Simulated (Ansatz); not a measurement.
# Worked example: AlHF2 + C2HF2Si → AlHF + C2HF3Si

Species: AlHF2 `[F][AlH][F]`, singlet; C2HF2Si `C#C[Si](F)F`, doublet; AlHF `[F][AlH]`, doublet; C2HF3Si `C#C[Si](F)(F)F`, singlet. A radical takes F: the energy is the difference in strength between the Al–F bond broken and the Si–F bond made.

Shapes, held fixed at every level: PBE0-D4/def2-TZVP. Programs: Ansatz 0.2.0. The zero-point and thermal change to 298 K, harmonic and unscaled (PBE0-D4/def2-TZVP), is -0.7 kJ/mol.

At CCSD(T)/CBS estimate; 1 Eh = 2625.50 kJ/mol:

```
species  energy (Eh)
  AlHF2  -442.351554
C2HF2Si  -565.388612
   AlHF  -342.423943
C2HF3Si  -665.325748
```

Work out ΔH(298 K) of the reaction at this level.


1. Products less reactants: (-342.423943) + (-665.325748) − [(-442.351554) + (-565.388612)] = -0.009525 Eh = -25.0 kJ/mol.
2. With the thermal change: -25.0 + (-0.7) = -25.7 kJ/mol.

Other levels give -34.2 (HF/def2-TZVPP) to -11.7 kJ/mol (CCSD/def2-SVP). No measured value is set beside it here. Open shells run unrestricted. The CBS estimate extrapolates MP2 from def2-TZVPP and def2-QZVPP and adds CCSD(T) − MP2 in the triple-zeta set, cores frozen.
